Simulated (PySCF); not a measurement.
## Potential energy of ZnB along the bond

Set-up: Zn jorge-DZP-DKH, B jorge-DZP-DKH; spin-free X2C with a Gaussian nucleus (PySCF 2.14). Energies in eV from Zn + B in their ground configurations at the same level. State: ²Π (doublet), unpaired electrons π ↑.

All columns are PBE0. A positive dipole means Zn(−)B(+).

| R (Å) | E (eV) | μ (D) | Mulliken charge on Zn (basis-dependent) | HOMO (eV) | LUMO (eV) | Mayer bond order | ⟨S²⟩ |
| --- | --- | --- | --- | --- | --- | --- | --- |
| 1.880 | -0.415 | -1.88 | 0.27 | -5.35 | -2.95 | 1.49 | 0.83 |
| 1.967 | -0.596 | -1.92 | 0.26 | -5.25 | -2.84 | 1.38 | 0.81 |
| 2.055 | -0.690 | -1.95 | 0.25 | -5.17 | -2.74 | 1.27 | 0.80 |
| 2.120 | -0.722 | -1.95 | 0.25 | -5.12 | -2.68 | 1.19 | 0.79 |
| 2.186 | -0.729 | -1.94 | 0.24 | -5.07 | -2.61 | 1.11 | 0.78 |
| 2.252 | -0.718 | -1.93 | 0.23 | -5.04 | -2.56 | 1.04 | 0.77 |
| 2.339 | -0.685 | -1.89 | 0.22 | -5.01 | -2.50 | 0.94 | 0.77 |
| 2.448 | -0.626 | -1.83 | 0.21 | -4.98 | -2.43 | 0.82 | 0.76 |
| 2.579 | -0.545 | -1.73 | 0.19 | -4.97 | -2.42 | 0.70 | 0.76 |
| 2.754 | -0.436 | -1.57 | 0.16 | -4.98 | -2.42 | 0.55 | 0.76 |

A fit through these points gives, at Re = 2.176 Å, μ = -1.95 D and dμ/dR = 0.154 D/Å; the reduced mass is 9.392 u.

Q: How strong is the fundamental in the double-harmonic approximation, I = 42.26·(dμ/dR)²/μred km/mol?

A: I = 42.26·(0.154)²/9.392 = 0.107 km/mol at PBE0.

The state was picked by a PBE0 search and need not be the measured ground state.
